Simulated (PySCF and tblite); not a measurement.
The numbers below are computed, except where a source is named.
System: C₄H₇NO₂, numbered as in [CH3:1][O:2]/[CH:3]=[CH:4]/[NH:5][CH:6]=[O:7].

Motion: rotation about the C4–N5 bond (torsion C3–C4–N5–C6 from -180° to 0°, rising). GFN2-xTB gives an electronic barrier of 5.9 kcal/mol and a reaction energy of 2.1 kcal/mol.

Q: What does BHandHLYP/pcSseg-1 + D3(BJ) give on B3LYP-D3(BJ)/def2-SVP geometries?

A: A barrier of 3.0 kcal/mol, 2.9 below the tight-binding barrier (from unrounded values), a reaction energy of 1.1 kcal/mol and, with GFN2-xTB thermal terms, ΔG‡(298 K) = 2.8 kcal/mol and k = 1×10¹¹ s⁻¹ (2 equivalent paths).

Q: And the level of the geometries itself, B3LYP-D3(BJ)/def2-SVP?

A: 4.5 kcal/mol.

Programs: tblite and PySCF.
